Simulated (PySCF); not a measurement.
From one molecule to another.

First species: C7H12F2.
SMILES: `FCC/C(=C\CF)CC`

Second species: C₅H₁₃NSSi.
Bonds: C1–C2 (double), C2–C3, C2–C4, C4–N5, N5–C6, N5–Si7, Si7–S8. Hydrogens: H9, H10 on C1; H11, H12, H13 on C3; H14, H15 on C4; H16, H17, H18 on C6; H19, H20 on Si7; H21 on S8.

Levels: PBE0/pcSseg-1 for dipole moment, HOMO energy, LUMO energy and HOMO–LUMO gap; GFN2-xTB for rotational constant A and rotational constant C. Geometries: GFN2-xTB. Each species is one conformer at its optimised geometry, gas phase, non-relativistic unless stated. Electronic properties by PySCF.

Dipoles, sizes and rotational constants follow the conformer. The torsions of the flexible species, by atom-mapped SMILES:
- `[CH3:1][CH2:2]/[C:3](=[CH:4]/[CH2:5][F:6])[CH2:7][CH2:8][F:9]`: C1–C2–C3–C4 97°, C3–C4–C5–F6 152°, C2–C3–C7–C8 -94°, C3–C7–C8–F9 -69°
- `[CH2:1]=[C:2]([CH3:3])[CH2:4][N:5]([CH3:6])[SiH2:7][SH:8]`: C1–C2–C4–N5 117°, C2–C4–N5–C6 -66°, C4–N5–Si7–S8 28°, H–S8–Si7–N5 64°

Problem. Which has the higher rotational constant A?

Solution. The second: 2.102 GHz against 1.481 GHz, a difference of 0.621 GHz.

Problem. Which has the higher HOMO–LUMO gap?

Solution. The first: 7.32 eV against 7.02 eV, a difference of 0.30 eV.

Problem. Which has the higher HOMO energy?

Solution. The second: -6.63 eV against -7.12 eV, a difference of 0.49 eV.

Problem. Which has the higher dipole moment?

Solution. The first: 3.48 D against 1.94 D, a difference of 1.54 D.

Problem. Which has the higher LUMO energy?

Solution. The second: 0.39 eV against 0.20 eV, a difference of 0.19 eV.

Problem. Which of the two has the higher rotational constant C, and by how much?

Solution. The second: 0.740 GHz against 0.726 GHz, a difference of 0.014 GHz.

On the first: The dipole matches unit charges of opposite sign 0.72 Å apart (1 e·Å = 4.8032 D).

On the second: A dipole of 1.94 D is allowed in C1, and pure rotational transitions are dipole-allowed. In atomic units the dipole is 0.76 e·bohr (1 au = 2.5417 D).
